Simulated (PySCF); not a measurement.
# Sc²⁺ (scandium, charge +2) across methods

[Ar] 4p1, 2P determinant (an excited configuration). All numbers are calculated (PySCF 2.14, no relativity, point nucleus, in aug-cc-pVDZ (7s6p4d2f, 59 functions)).

| method | E (hartree) | mean ε 3p α (eV) | mean ε 3p β (eV) | mean ε 4p α (eV) | Σ⟨r²⟩ (bohr²) | ⟨S²⟩ |
| --- | --- | --- | --- | --- | --- | --- |
| r2SCAN | -759.564 | -57.841 | -57.778 | -14.823 | 27.82 | 0.750 |
| UHF | -758.80771 | -66.031 | -65.857 | -16.498 | 28.09 | 0.750 |
| PW91 | -759.601 | -57.129 | -57.031 | -14.891 | 27.87 | 0.750 |
| PBE0 | -759.417 | -59.618 | -59.505 | -15.373 | 27.87 | 0.750 |
| revPBE | -759.499 | -56.996 | -56.910 | -14.863 | 27.85 | 0.750 |
| TPSSh | -759.621 | -58.290 | -58.200 | -15.002 | 27.83 | 0.750 |
| M06 | -759.580 | -59.609 | -59.507 | -15.095 | 27.88 | 0.750 |
| LDA | -757.631 | -57.056 | -56.957 | -14.806 | 27.91 | 0.750 |
| PBE | -759.367 | -57.025 | -56.927 | -14.862 | 27.86 | 0.750 |
